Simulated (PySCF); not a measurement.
Si(OSiH3)(H)(F)(NHSiH3) (FH₈NOSi₃), SMILES F[SiH](N[SiH3])O[SiH3]. Geometry: B3LYP-D3(BJ)/def2-SVP. One conformer was computed; it need not be the lowest.

Task: Give the equilibrium geometry at B3LYP-D3(BJ)/def2-SVP (PySCF confirms it by a frequency run) as bond lengths and angles. (An estimate is asked for; the answer gives what the named calculation found.)

Result: One answer among several that fit: 
Atoms: Si1 F2 N3 Si4 O5 Si6 H7 H8 H9 H10 H11 H12 H13 H14. Bond lengths (Å): Si1–F2 1.626, Si1–N3 1.720, Si1–O5 1.646, Si1–H7 1.474, N3–Si4 1.758, N3–H8 1.017, Si4–H9 1.491, Si4–H10 1.490, Si4–H11 1.490, O5–Si6 1.672, Si6–H12 1.490, Si6–H13 1.486, Si6–H14 1.491. Angles (°): F2–Si1–N3 103.3, F2–Si1–O5 109.5, F2–Si1–H7 108.7, N3–Si1–O5 112.1, N3–Si1–H7 115.7, O5–Si1–H7 107.4, Si1–N3–Si4 126.9, Si1–N3–H8 117.6, Si4–N3–H8 115.5, N3–Si4–H9 106.3, N3–Si4–H10 111.8, N3–Si4–H11 112.0, H9–Si4–H10 109.2, H9–Si4–H11 109.2, H10–Si4–H11 108.2, Si1–O5–Si6 136.9, O5–Si6–H12 110.6, O5–Si6–H13 107.9, O5–Si6–H14 109.7, H12–Si6–H13 109.9, H12–Si6–H14 109.1, H13–Si6–H14 109.5.
Charge 0, spin multiplicity 1.
